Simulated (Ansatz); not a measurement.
Match the barriers

Saddle point of SiH5SOF, singlet (SiH₃OF ([OH][SiH2][F]) + H₂S → SiH₄SO ([OH][SiH2][SH]) + HF; bonds formed: Si1–S7, F2–H6; bonds broken: Si1–F2, H6–S7), PBE0-D4/def2-TZVP structure:

```
9
angstrom
Si -0.7170 -0.1112 0.0259
F 0.5687 0.6353 -1.2312
H -1.4620 -0.6277 -1.1420
H -1.2733 -0.8022 1.2216
O -0.8885 1.4156 0.6002
H 1.3270 -0.2914 -0.8150
S 1.2488 -1.4829 0.1160
H -0.5294 2.1003 0.0304
H 1.7258 -0.8358 1.1941
```

Program: Ansatz 0.2.0. Basis: def2-TZVPP, with def2-QZVPP for the basis limit. Cores are frozen in the correlated methods. B3LYP uses VWN-RPA correlation. Extrapolation: Hartree–Fock as exp(−7.88 √X), correlation as X^−2.97. Four methods, as single points on the PBE0-D4 structures, gave these electronic barriers from the start structure: 104.3, 178.6, 205.6, 271.5 kJ/mol.

**Question.** The methods were, in alphabetical order, B3LYP-D4, BHLYP-D4, HF, SPW92. Which gave which? (A judgement: the text doesn't fix the answer.)

**Answer.** Computed: SPW92 104.3; B3LYP-D4 178.6; BHLYP-D4 205.6; HF 271.5 kJ/mol. For comparison, CCSD(T) at an estimated basis limit (MP2 extrapolated from triple and quadruple zeta, plus CCSD(T) − MP2 in triple zeta) gives 187.0 kJ/mol.

No T1 diagnostic of these runs exceeds 0.013.

Labels in which every atom is bracketed show which atoms are joined, not bond orders.

For scale, one of the runs: CCSD(T)/def2-TZVPP, 216 basis functions, launched by `ansatz run in.yaml --threads 4 --pin off --events-out ev --progress --plain --max-ram 9574MiB`. Hardware: 4 CPU threads of an Intel Xeon, shared host. Wall time 94 s; peak host memory 3.1 GiB.
